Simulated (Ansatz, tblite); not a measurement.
Isomers of Sn5⁻ (doublet), found by a short tight-binding search and relaxed with PBE-D4/def2-SVPD in Ansatz.

In the def2 sets Sn takes a core potential; there is no spin–orbit coupling. The xTB rows come from tblite. Correlated methods freeze 20 core orbitals; core or outer-core shells of Sn are correlated, in sets that lack core-valence functions.

Run but left out: HF/STO-3G, HF/def2-TZVPD, MP2/def2-TZVPD (B: ⟨S²⟩ 1.57 to 1.97, where a pure state has 0.75); HF/STO-3G, HF/def2-TZVPD, MP2/def2-TZVPD (C: ⟨S²⟩ 1.66 to 1.85, where a pure state has 0.75); HF/STO-3G, HF/def2-TZVPD, r2SCAN-D4/def2-TZVPD, BHLYP-D4/def2-TZVPD, MP2/def2-TZVPD (D: ⟨S²⟩ 1.09 to 2.27, where a pure state has 0.75).

C: At BLYP-D4/def2-TZVPD the highest occupied level of the charge -1 doublet lies above zero (up to 0.08 eV). It is a level of α spin, whose loss leaves a singlet; that state wasn't run at this geometry and level. The electron is either unbound and held by the finite basis, or the level is raised by self-interaction error. D: At PBE0-D4/def2-TZVPD the charge -1 doublet is spin-contaminated (final ⟨S²⟩ up to 1.03, 0.75 for a pure state).

Other spin states weren't relaxed.

A:

Cartesian coordinates in Å:
```
Sn -0.984 0.766 -1.162
Sn -1.972 -0.598 1.165
Sn 0.456 -1.802 -0.217
Sn 0.614 0.964 1.477
Sn 1.887 0.670 -1.263
```

B:

```xyz
5

Sn    1.5199   -0.6886   -2.3030
Sn   -0.2847    1.4523    2.4254
Sn   -1.9756    0.3911    0.3697
Sn    1.1878    0.7438    0.1149
Sn   -0.4474   -1.8985   -0.6070
```

C:

```
atom   x (Å)   y (Å)   z (Å)
 Sn1   0.384  -2.694   0.034
 Sn2   1.339   1.351   0.428
 Sn3  -0.707  -0.420  -1.289
 Sn4  -0.802   2.425  -1.103
 Sn5  -0.214  -0.661   1.930
```

D:

Cartesian coordinates in Å:
```
Sn -0.106 1.151 0.816
Sn -0.300 3.393 2.294
Sn 0.537 -0.006 -1.761
Sn 0.254 -2.812 -1.940
Sn -0.385 -1.726 0.591
```

Problem. Estimate which lies lowest at each level, and how far above it the others are (kcal/mol).

Solution. 
```csv
level,A,B,C,D
GFN1-xTB,0.0,21.6,23.3,49.6
GFN2-xTB,0.0,13.1,12.1,44.2
PBE-D4/def2-TZVPD,0.0,16.4,16.9,31.6
BLYP-D4/def2-TZVPD,0.0,11.2,11.3,25.1
PBE0-D4/def2-TZVPD,0.0,19.6,20.3,34.6
RPA@PBE/def2-TZVPD,0.0,20.1,20.6,34.9
```
Point groups (tolerance 0.1 Å): A C2v, B C2, C not assigned, D not assigned. B and C have the same bonds, so they are conformers or stereoisomers. Lower isomers may exist.
